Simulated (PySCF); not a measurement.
Spin-rotation constants: Ge2(NH2)4

Geometry:
| atom | x (Å) | y (Å) | z (Å) |
| --- | --- | --- | --- |
| Ge1 | 0.094 | 0.809 | 1.411 |
| N2 | 1.436 | 1.947 | 0.834 |
| N3 | -0.843 | 0.964 | -0.408 |
| Ge4 | -0.084 | -0.795 | -1.404 |
| N5 | -1.428 | -1.942 | -0.850 |
| N6 | 0.837 | -0.961 | 0.422 |
| H7 | 1.868 | 1.815 | -0.070 |
| H8 | 2.150 | 2.220 | 1.494 |
| H9 | -0.568 | 1.824 | -0.867 |
| H10 | -1.855 | 0.976 | -0.352 |
| H11 | -1.869 | -1.830 | 0.052 |
| H12 | -2.130 | -2.221 | -1.520 |
| H13 | 0.544 | -1.815 | 0.881 |
| H14 | 1.849 | -0.990 | 0.375 |

Level of theory: GIAO PBE/def2-SVP magnetisability, rotational g tensor and spin-rotation constants, non-relativistic, gas phase in PySCF 2.14.0. Geometry: GFN2-xTB.

The calculation is non-relativistic, which matters for the atoms heavier than Zn.

Question: Give the nuclear spin-rotation constants along the inertial axes (H = +C I·J) beside the isotropic shieldings.

Answer: Rotational constants 3.2111, 0.8617, 0.8250 GHz. A star marks the isotopologue with that one atom substituted, in its own axes.
```tsv
atom	isotope	Caa (kHz)	Cbb (kHz)	Ccc (kHz)	mean (kHz)	σ (ppm)
N2	14N	0.261	0.039	0.038	0.113	194.5
N3	14N	0.154	0.058	0.062	0.091	181.6
N5	14N	0.260	0.040	0.038	0.113	194.5
N6	14N	0.154	0.058	0.062	0.091	181.5
H7	1H	-0.148	-0.025	-0.104	-0.092	29.6
H8	1H	-0.018	-0.094	-0.073	-0.062	29.8
H9	1H	-0.381	-0.010	-0.079	-0.157	30.7
H10	1H	-0.395	-0.064	-0.029	-0.163	31.0
H11	1H	-0.157	-0.022	-0.104	-0.095	29.7
H12	1H	-0.011	-0.094	-0.074	-0.060	29.8
H13	1H	-0.381	-0.008	-0.082	-0.157	30.7
H14	1H	-0.395	-0.067	-0.026	-0.163	31.0
Ge1	73Ge*	-1.105	-0.227	-0.240	-0.524	1353.7
```
For the geometry as given, no vibrational averaging.
